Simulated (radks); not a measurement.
The numbers below are computed, except where a source is named.
The platinum ion Pt50+, configuration [Ar] 3d10.

Code: a radial shooting solver on a logarithmic mesh with Libxc functionals. Model: Dirac Kohn-Sham, PBE, spin-unpolarised, spherical densities, finite nucleus; Fermi nuclear charge, rms radius 5.427 fm.

Energy parts (hartree):
total: -16576.3534
kinetic: 19154.8866
electron-nucleus: -38422.6922
Hartree: 2946.5294
exchange-correlation: -255.0772

Orbitals (lengths in bohr, moments of r in powers of bohr; r(max) is where P^2 peaks; r(90%) holds 90 % of the orbital's charge):
orbital,occ.,eigenvalue (hartree),r(max),<r^4>,r(90%),small-component weight
1s1/2,2,-2977.412,0.01062,4.519e-07,0.0313,8.75e-02
2s1/2,2,-603.5627,0.06136,0.00006545,0.112,2.01e-02
2p1/2,2,-583.2576,0.04525,0.00003890,0.0981,2.02e-02
2p3/2,4,-519.3589,0.05249,0.00005934,0.109,1.80e-02
3s1/2,2,-211.8896,0.1710,0.002185,0.268,6.97e-03
3p1/2,2,-202.9809,0.1594,0.001884,0.259,6.91e-03
3p3/2,4,-188.2413,0.1736,0.002515,0.278,6.32e-03
3d3/2,4,-173.8004,0.1348,0.001614,0.251,6.16e-03
3d5/2,6,-170.5627,0.1387,0.001759,0.256,6.00e-03

The highest occupied level is 3d5/2 at -4641.2 eV. Summed over all electrons, <r^2> = 0.6673 bohr^2, which gives a Langevin (diamagnetic) susceptibility term of -0.529 x 10^-6 cm^3/mol. The density falls to 0.001 e/bohr^3 at r = 0.62 bohr.
